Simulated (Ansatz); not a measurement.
Isolated molecules relaxed with PBE0-D4/def2-TZVP in Ansatz; ΔE leaves out vibrations. CBS: MP2 limit from def2 TZ/QZ plus the TZ coupled-cluster correction, frozen cores. This one scheme is used for every species. Functionals use def2-TZVPP. For Mg outer-core shells are correlated without core-valence functions, which leaves a few kJ/mol of doubt a bond. Each species was taken in one conformer, which may not be the lowest.

Consider the ligand exchange at a Mg–Cl bond: `[OH][Mg][Cl]` + `[SiH3]N[SiH3]` → `[OH][Mg][N]([SiH3])[SiH3]` + HCl.

(1) Is it downhill or uphill in electronic energy at CCSD(T)/CBS, and by how much? (An estimate is asked.)

(2) What do these levels give: revPBE-D4, PBE0-D4, BHLYP-D4, CCSD(T)/def2-SVP, MP2/def2-TZVPP, HF/def2-QZVPP? (Best estimate.)

Largest T1 diagnostic among the species: 0.011.

## Answers

(1) Computed: Uphill: ΔE = +100.2 kJ/mol.

(2) Computed: revPBE-D4 100.3, PBE0-D4 108.0, BHLYP-D4 115.3, CCSD(T)/def2-SVP 105.7, MP2/def2-TZVPP 99.8, HF/def2-QZVPP 132.2 kJ/mol.

The D4 term adds −7.1 kJ/mol with B3LYP and −4.1 kJ/mol with PBE0; it sums over pairs of atoms, weighted by their polarisabilities, and B3LYP, whose exchange is more repulsive, gets the larger term. In def2-TZVPP, CCSD(T) changes the Hartree–Fock value by −33.9 kJ/mol (the triples alone add −4.7 kJ/mol) and MP2 by −32.8 kJ/mol. From r2SCAN to r2SCAN0 (25 % exact exchange), in def2-TZVPP and without D4, ΔE moves by +4.2 kJ/mol.

B3LYP here is the variant with VWN-RPA as its local correlation; programs differ in this.
